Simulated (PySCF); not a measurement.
n-butyl acetate (C6H12O2), singlet, geometry from GFN2-xTB. Base run: DF-BLYP/STO-3G (PySCF).

The PySCF input:
```python
from pyscf import gto, scf, dft

mol = gto.Mole()
mol.atom = '''
    C    -3.894407    0.594547   -0.339144
    C    -2.680020   -0.315889   -0.204911
    C    -1.384824    0.487346   -0.119514
    C    -0.172190   -0.420922    0.015243
    O     1.000337    0.391772    0.082755
    C     2.168030   -0.251842    0.177666
    C     3.315619    0.722488    0.237277
    O     2.267997   -1.449484    0.208942
    H    -3.818306    1.202287   -1.237828
    H    -4.806963    0.006703   -0.398434
    H    -3.969437    1.259622    0.518059
    H    -2.783162   -0.931305    0.691237
    H    -2.631969   -0.988236   -1.064036
    H    -1.419767    1.158346    0.740578
    H    -1.267984    1.099898   -1.015259
    H    -0.232980   -1.033039    0.922494
    H    -0.085877   -1.098704   -0.841851
    H     3.187030    1.380720    1.092684
    H     3.318282    1.332110   -0.662713
    H     4.251204    0.178931    0.321783
'''
mol.basis = 'sto-3g'
mol.charge = 0
mol.spin = 0
mol.verbose = 4
mol.build()

mf = dft.RKS(mol)
mf.xc = 'blyp'
mf = mf.density_fit(auxbasis='def2-universal-jkfit')
mf.kernel()
```

The job was repeated with other settings on one machine. Differences are taken from the largest basis of the Pople family in the series, which isn't the basis-set limit (6-311G**: -386.276341 Eh). The cheapest run took about 9 core-seconds (a rough figure).

```tsv
setting	basis functions	cost, times the cheapest (rough)	difference in total energy (mEh)
STO-3G	52	1	5104.63
3-21G	96	1	2239.85
6-31G*	136	2	129.19
6-31G**	172	3	112.83
6-311G**	216	4	reference
```

Times come from a shared machine, hold the start-up and are rough. Total energies converge more slowly with the basis than energy differences do.
